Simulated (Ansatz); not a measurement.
One geometry of the cluster CuF₂, several levels of theory.

```yaml
crystal:
  periodic: [false, false, false]
  atoms:
    - {symbol: Cu, position_ang: [0.000083, 0.000051, -0.000119]}
    - {symbol: F, position_ang: [-0.347487, 1.637384, 0.466690]}
    - {symbol: F, position_ang: [0.347404, -1.637435, -0.466571]}
basis:
  gaussian: {orbitals: def2-TZVP, initial_orbitals: start.molden}
magnetization: {spin_polarized: true, initial_magnetization: 1}
correlation: {method: mp2, frozen_orbitals: {Cu: 9, F: 1}}
scf: {omitted_lower_state_checks: [starts]}
output: {orbitals: {seedname: orbitals}}
```

The file start.molden holds the orbitals of an earlier run on this structure, at another level or in another basis.

```sh
$ ansatz run in.yaml --threads 4 --pin off --events-out ev --progress --plain --max-ram 3916MiB
```

It prints (some lines left out):

```
Functional definition: HF
883 factors; integrals over basis functions are off by at most 9.5e-4 eV
mean field evaluation 1: about -50012.1140 eV, gradient 2.1e1 eV
mean field evaluation 2: about -50013.6584 eV, gradient 2.9e0 eV
mean field evaluation 4: about -50013.6910 eV, gradient 7.1e-2 eV
mean field evaluation 8: about -50013.6910 eV, gradient 1.2e-6 eV
mean field -50013.69103395 eV, -1837.9692450003 hartree, gradient 1.2e-6 eV, S^2 0.754361; 0 other end points of the search recorded, 0 dependent functions left out
11 core orbitals not correlated: weight in the atoms' cores, before any rotation towards them, 1.000 or more for the frozen orbitals, at most 0.000 for the correlated occupied ones
reference -50013.69103395 eV, -1837.9692450003 hartree; 13, 12 occupied and 83, 84 virtual orbitals, 883 factors
second order -22.94619792 eV of doubles, -0.00000000 eV of singles
Total energy: -50036.63723187 eV, -1838.8125022205 hartree
Checks for a lower state left out: starts
```

Hardware: 4 threads of Arm Neoverse V2 on a shared host. Wall time 0.65 s.

As the first input, with `gaussian: {orbitals: def2-TZVPP, initial_orbitals: start.molden}`, `correlation: {method: ccsd_t, frozen_orbitals: {Cu: 9, F: 1}}`, `scf: {omitted_lower_state_checks: [starts, cluster_reference]}` (abridged; 6.5 s):

```
Functional definition: HF
mean field -50013.84627132 eV, -1837.9749498684 hartree, gradient 2.8e-6 eV, S^2 0.754488
11 core orbitals not correlated: weight in the atoms' cores, before any rotation towards them, 1.000 or more for the frozen orbitals, at most 0.000 for the correlated occupied ones
second order -24.82652409 eV of doubles, -0.00000000 eV of singles
cycle   1  -23.30931425 eV  change     1.5e0 eV  update   1.3e-1
cycle   2  -23.93071653 eV  change   -6.2e-1 eV  update   4.5e-2
cycle   3  -24.07945513 eV  change   -1.5e-1 eV  update   2.9e-2
cycle   4  -24.08180959 eV  change   -2.4e-3 eV  update   1.5e-2
cycle   5  -24.08912788 eV  change   -7.3e-3 eV  update   8.9e-3
cycle   6  -24.10743685 eV  change   -1.8e-2 eV  update   3.6e-3
cycle   7  -24.11074577 eV  change   -3.3e-3 eV  update   1.3e-3
cycle   8  -24.11075128 eV  change   -5.5e-6 eV  update   4.9e-4
cycle   9  -24.11077436 eV  change   -2.3e-5 eV  update   1.9e-4
cycle  10  -24.11084567 eV  change   -7.1e-5 eV  update   7.7e-5
cycle  11  -24.11073771 eV  change    1.1e-4 eV  update   3.5e-5
cycle  12  -24.11080704 eV  change   -6.9e-5 eV  update   1.6e-5
cycle  13  -24.11079114 eV  change    1.6e-5 eV  update   5.8e-6
perturbative correction -0.71154413 eV, -0.0261487645 hartree
Total energy: -50038.66860659 eV, -1838.8871538643 hartree
Checks for a lower state left out: starts, cluster_reference
```

First input, but with `hamiltonian: {xc: pbe0, dispersion: d4}` and without the key `correlation`, `scf` (abridged; 5.5 s):

```
Functional definition: PBE0
mean field evaluation 16: about -50065.3788 eV, gradient 1.2e-1 eV
mean field evaluation 32: about -50065.3206 eV, gradient 3.8e-1 eV
mean field -50065.37797894 eV, -1839.8687051942 hartree, gradient 5.1e-6 eV, S^2 0.752653; 6 other end points of the search recorded, 0 dependent functions left out
Total energy: -50065.40221917 eV, -1839.8695960059 hartree
```

As the first input, with `gaussian: {orbitals: 6-31G}`, `hamiltonian: {xc: hf}` and without the key `correlation` (abridged; 0.2 s):

```
Functional definition: HF
mean field evaluation 16: about -50003.2041 eV, gradient 2.1e-5 eV
mean field -50003.20407855 eV, -1837.5838564977 hartree, gradient 2.1e-5 eV, S^2 0.754247
Total energy: -50003.20407855 eV, -1837.5838564977 hartree
Checks for a lower state left out: starts
```

First input, but with `gaussian: {orbitals: def2-TZVPD, initial_orbitals: start.molden}`, `hamiltonian: {xc: pbe0, dispersion: d4}` and without the key `correlation` (abridged; 3.2 s):

```
Functional definition: PBE0
mean field -50065.55322942 eV, -1839.8751455302 hartree, gradient 1.2e-5 eV, S^2 0.752610
Total energy: -50065.57747557 eV, -1839.8760365599 hartree
Checks for a lower state left out: starts
```

Geometry: PBE-D4/def2-TZVP.

The 6-31G sets use Cartesian d functions. Correlated methods freeze 11 core orbitals. The structure comes from a short search, and lower isomers may exist.
